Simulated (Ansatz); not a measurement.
Geometry optimisation of the cluster Mg2Zn2.

```yaml
crystal:
  periodic: [false, false, false]
  atoms:
    - {symbol: Mg, position_ang: [-1.245451, 0.013049, -1.329786]}
    - {symbol: Mg, position_ang: [1.735960, 0.026549, -0.552736]}
    - {symbol: Zn, position_ang: [-0.257445, 1.276543, 0.965391]}
    - {symbol: Zn, position_ang: [-0.233064, -1.316152, 0.917130]}
basis:
  gaussian: {orbitals: def2-SVP}
magnetization: {spin_polarized: true, initial_magnetization: 2}
hamiltonian: {xc: pbe}
scf: {omitted_lower_state_checks: [starts]}
output: {orbitals: {seedname: orbitals}}
relax: {f_tol: 0.02, max_steps: 100}
```

```sh
$ ansatz run in.yaml --threads 2 --pin off --events-out ev --progress --plain --max-ram 4352MiB
```

It prints (some lines left out):

```
Functional definition: PBE
mean field -107687.88167398 eV, -3957.4566580508 hartree, gradient 2.3e-7 eV, S^2 2.010018; 0 other end points of the search recorded, 0 dependent functions left out
relax step   1: F+E_penalty+E_count = -107687.88167398 eV  Δ(F+E_penalty+E_count) = +0.000e0 eV  max|allowed force component| = 3.733e-1 eV/Å  Δτ_max = 0.0000 Å  (85 SCF iters, accepted)
mean field -107687.95338875 eV, -3957.4592935202 hartree, gradient 1.0e-5 eV, S^2 2.012205; 0 other end points of the search recorded, 0 dependent functions left out
relax step   2: F+E_penalty+E_count = -107687.95338875 eV  Δ(F+E_penalty+E_count) = -7.171e-2 eV  max|allowed force component| = 7.750e-2 eV/Å  Δτ_max = 0.1352 Å  (42 SCF iters, accepted)
mean field -107687.95657916 eV, -3957.4594107654 hartree, gradient 1.9e-5 eV, S^2 2.012484; 0 other end points of the search recorded, 0 dependent functions left out
relax step   3: F+E_penalty+E_count = -107687.95657916 eV  Δ(F+E_penalty+E_count) = -3.190e-3 eV  max|allowed force component| = 1.889e-2 eV/Å  Δτ_max = 0.0190 Å  (37 SCF iters, accepted)
mean field -107687.95736445 eV, -3957.4594396245 hartree, gradient 8.3e-6 eV, S^2 2.012568; 0 other end points of the search recorded, 0 dependent functions left out
relax step   4: F+E_penalty+E_count = -107687.95736445 eV  Δ(F+E_penalty+E_count) = -7.853e-4 eV  max|allowed force component| = 2.390e-2 eV/Å  Δτ_max = 0.0209 Å  (39 SCF iters, accepted)
mean field -107687.96150487 eV, -3957.4595917819 hartree, gradient 1.8e-5 eV, S^2 2.013106; 0 other end points of the search recorded, 0 dependent functions left out
relax step   5: F+E_penalty+E_count = -107687.96150487 eV  Δ(F+E_penalty+E_count) = -4.140e-3 eV  max|allowed force component| = 5.618e-2 eV/Å  Δτ_max = 0.0354 Å  (37 SCF iters, accepted)
mean field -107687.97857823 eV, -3957.4602192164 hartree, gradient 6.7e-6 eV, S^2 2.014871; 0 other end points of the search recorded, 0 dependent functions left out
relax step   6: F+E_penalty+E_count = -107687.97857823 eV  Δ(F+E_penalty+E_count) = -1.707e-2 eV  max|allowed force component| = 9.882e-2 eV/Å  Δτ_max = 0.0652 Å  (42 SCF iters, accepted)
mean field -107688.02392535 eV, -3957.4618856923 hartree, gradient 1.1e-5 eV, S^2 2.017487; 0 other end points of the search recorded, 0 dependent functions left out
relax step   7: F+E_penalty+E_count = -107688.02392535 eV  Δ(F+E_penalty+E_count) = -4.535e-2 eV  max|allowed force component| = 6.786e-2 eV/Å  Δτ_max = 0.1435 Å  (42 SCF iters, accepted)
mean field -107688.03019237 eV, -3957.4621160012 hartree, gradient 1.2e-5 eV, S^2 2.017320; 0 other end points of the search recorded, 0 dependent functions left out
relax step   8: F+E_penalty+E_count = -107688.03019237 eV  Δ(F+E_penalty+E_count) = -6.267e-3 eV  max|allowed force component| = 9.444e-2 eV/Å  Δτ_max = 0.1991 Å  (43 SCF iters, accepted)
mean field -107688.03360001 eV, -3957.4622412295 hartree, gradient 1.8e-5 eV, S^2 2.018272; 0 other end points of the search recorded, 0 dependent functions left out
relax step   9: F+E_penalty+E_count = -107688.03360001 eV  Δ(F+E_penalty+E_count) = -3.408e-3 eV  max|allowed force component| = 1.513e-1 eV/Å  Δτ_max = 0.1262 Å  (42 SCF iters, accepted)
mean field -107688.04019268 eV, -3957.4624835057 hartree, gradient 2.0e-5 eV, S^2 2.018215; 0 other end points of the search recorded, 0 dependent functions left out
relax step  10: F+E_penalty+E_count = -107688.04019268 eV  Δ(F+E_penalty+E_count) = -6.593e-3 eV  max|allowed force component| = 1.422e-2 eV/Å  Δτ_max = 0.0512 Å  (39 SCF iters, accepted)
mean field -107688.04066566 eV, -3957.4625008872 hartree, gradient 2.3e-5 eV, S^2 2.018168; 0 other end points of the search recorded, 0 dependent functions left out
relax step  11: F+E_penalty+E_count = -107688.04066566 eV  Δ(F+E_penalty+E_count) = -4.730e-4 eV  max|allowed force component| = 2.863e-2 eV/Å  Δτ_max = 0.0207 Å  (40 SCF iters, accepted)
mean field -107688.04215203 eV, -3957.4625555105 hartree, gradient 2.0e-5 eV, S^2 2.017846; 0 other end points of the search recorded, 0 dependent functions left out
relax step  12: F+E_penalty+E_count = -107688.04215203 eV  Δ(F+E_penalty+E_count) = -1.486e-3 eV  max|allowed force component| = 3.016e-2 eV/Å  Δτ_max = 0.0239 Å  (41 SCF iters, accepted)
mean field -107688.04545131 eV, -3957.4626767569 hartree, gradient 1.5e-5 eV, S^2 2.017605; 0 other end points of the search recorded, 0 dependent functions left out
relax step  13: F+E_penalty+E_count = -107688.04545131 eV  Δ(F+E_penalty+E_count) = -3.299e-3 eV  max|allowed force component| = 3.870e-2 eV/Å  Δτ_max = 0.0282 Å  (43 SCF iters, accepted)
mean field -107688.05240246 eV, -3957.4629322068 hartree, gradient 5.5e-6 eV, S^2 2.016619; 0 other end points of the search recorded, 0 dependent functions left out
relax step  14: F+E_penalty+E_count = -107688.05240246 eV  Δ(F+E_penalty+E_count) = -6.951e-3 eV  max|allowed force component| = 6.926e-2 eV/Å  Δτ_max = 0.0540 Å  (46 SCF iters, accepted)
mean field -107688.06245325 eV, -3957.4633015665 hartree, gradient 1.2e-5 eV, S^2 2.015846; 0 other end points of the search recorded, 0 dependent functions left out
relax step  15: F+E_penalty+E_count = -107688.06245325 eV  Δ(F+E_penalty+E_count) = -1.005e-2 eV  max|allowed force component| = 8.159e-2 eV/Å  Δτ_max = 0.0528 Å  (43 SCF iters, accepted)
mean field -107688.07624947 eV, -3957.4638085683 hartree, gradient 1.5e-5 eV, S^2 2.013223; 0 other end points of the search recorded, 0 dependent functions left out
relax step  16: F+E_penalty+E_count = -107688.07624947 eV  Δ(F+E_penalty+E_count) = -1.380e-2 eV  max|allowed force component| = 1.270e-1 eV/Å  Δτ_max = 0.1954 Å  (42 SCF iters, accepted)
mean field -107688.09543962 eV, -3957.4645137933 hartree, gradient 2.4e-5 eV, S^2 2.012683; 0 other end points of the search recorded, 0 dependent functions left out
relax step  17: F+E_penalty+E_count = -107688.09543962 eV  Δ(F+E_penalty+E_count) = -1.919e-2 eV  max|allowed force component| = 1.078e-1 eV/Å  Δτ_max = 0.0973 Å  (39 SCF iters, accepted)
mean field -107688.12100867 eV, -3957.4654534387 hartree, gradient 1.5e-5 eV, S^2 2.011090; 0 other end points of the search recorded, 0 dependent functions left out
relax step  18: F+E_penalty+E_count = -107688.12100867 eV  Δ(F+E_penalty+E_count) = -2.557e-2 eV  max|allowed force component| = 7.975e-2 eV/Å  Δτ_max = 0.2000 Å  (43 SCF iters, accepted)
mean field -107688.14110683 eV, -3957.4661920325 hartree, gradient 2.7e-5 eV, S^2 2.010570; 0 other end points of the search recorded, 0 dependent functions left out
relax step  19: F+E_penalty+E_count = -107688.14110683 eV  Δ(F+E_penalty+E_count) = -2.010e-2 eV  max|allowed force component| = 8.088e-2 eV/Å  Δτ_max = 0.1920 Å  (43 SCF iters, accepted)
mean field -107688.15229045 eV, -3957.4666030227 hartree, gradient 1.0e-5 eV, S^2 2.010455; 0 other end points of the search recorded, 0 dependent functions left out
relax step  20: F+E_penalty+E_count = -107688.15229045 eV  Δ(F+E_penalty+E_count) = -1.118e-2 eV  max|allowed force component| = 1.252e-1 eV/Å  Δτ_max = 0.1952 Å  (44 SCF iters, accepted)
mean field -107688.16023161 eV, -3957.4668948550 hartree, gradient 2.4e-5 eV, S^2 2.010041; 0 other end points of the search recorded, 0 dependent functions left out
relax step  21: F+E_penalty+E_count = -107688.16023161 eV  Δ(F+E_penalty+E_count) = -7.941e-3 eV  max|allowed force component| = 3.077e-2 eV/Å  Δτ_max = 0.1047 Å  (40 SCF iters, accepted)
mean field -107688.16057784 eV, -3957.4669075786 hartree, gradient 2.6e-5 eV, S^2 2.010077; 0 other end points of the search recorded, 0 dependent functions left out
relax step  22: F+E_penalty+E_count = -107688.16057784 eV  Δ(F+E_penalty+E_count) = -3.462e-4 eV  max|allowed force component| = 1.214e-2 eV/Å  Δτ_max = 0.0518 Å  (37 SCF iters, accepted)
mean field -107688.16085205 eV, -3957.4669176558 hartree, gradient 1.4e-5 eV, S^2 2.010048; 0 other end points of the search recorded, 0 dependent functions left out
relax step  23: F+E_penalty+E_count = -107688.16085205 eV  Δ(F+E_penalty+E_count) = -2.742e-4 eV  max|allowed force component| = 3.105e-3 eV/Å  Δτ_max = 0.0228 Å  (37 SCF iters, accepted)
mean field -107688.16072315 eV, -3957.4669129187 hartree, gradient 1.6e-5 eV, S^2 2.010053; 0 other end points of the search recorded, 0 dependent functions left out
relax step  24: F+E_penalty+E_count = -107688.16072315 eV  Δ(F+E_penalty+E_count) = +1.289e-4 eV  max|allowed force component| = 4.939e-3 eV/Å  Δτ_max = 0.0224 Å  (38 SCF iters, rejected (line search))
relax step  25: F+E_penalty+E_count = -107688.16085205 eV  Δ(F+E_penalty+E_count) = +0.000e0 eV  max|allowed force component| = 3.105e-3 eV/Å  Δτ_max = 0.0000 Å  (37 SCF iters, accepted)
mean field -107688.16085205 eV, -3957.4669176558 hartree, gradient 1.5e-5 eV, S^2 2.010048; 0 other end points of the search recorded, 0 dependent functions left out
Total energy: -107688.16089352 eV, -3957.4669191799 hartree
Atom 0 at    -0.596803     0.682107    -1.187262 Å, force    -0.001641     0.001436    -0.001037 eV/Å
Atom 1 at     1.717535    -1.078682    -1.221561 Å, force     0.000232    -0.000753     0.003105 eV/Å
Atom 2 at    -1.572213     0.951968     1.304246 Å, force     0.001948    -0.001602     0.000696 eV/Å
Atom 3 at     0.451481    -0.555404     1.104576 Å, force    -0.000538     0.000919    -0.002764 eV/Å
Dipole moment:    -0.058741     0.033549     0.059369 e Å
Checks for a lower state left out: starts
```

Run time 2.3 min (2 threads of Arm Neoverse V1 on a shared host).

At PBE/def2-SVP a singlet of charge 0 lies 1.45 eV below the triplet, each at its own geometry. The structure comes from a short search, and lower isomers may exist.
